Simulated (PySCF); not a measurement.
AlF₂GeH₃, SMILES [F][Al]([GeH3])[F]. Atoms are numbered in the order given.

```xyz
7

Al     0.5194    -0.5744     0.7544
F      2.1289    -0.9574     0.6308
F     -0.2651    -1.1377     2.1037
Ge    -0.6492     0.7280    -0.9511
H     -1.5309     1.8066    -0.2973
H      0.3451     1.4101    -1.9054
H     -1.5662    -0.1900    -1.7809
```

Geometry: PBE0-D3(BJ)/def2-SVP.

Two levels are set side by side: PBE/pcSseg-1 (PySCF) and B3LYP/pcSseg-1 (PySCF). GIAO shifts against CFCl3 (¹⁹F), GeH4 (⁷³Ge), TMS (¹H) at the same level; non-relativistic, no solvent, atoms listed together averaged. Differences are taken from unrounded values.

```json
[
 {"quantity": "δ(¹⁹F) of F2, F3 (ppm)", "B3LYP": "-131.5", "PBE": "-138.2", "PBE minus B3LYP": "-6.7"},
 {"quantity": "δ(⁷³Ge) of Ge4 (ppm)", "B3LYP": "-88.7", "PBE": "-96.6", "PBE minus B3LYP": "-7.9"}
]
```

Rough cost on one machine, each run with all the roots and properties that it gave: B3LYP against PBE within a factor of 2.
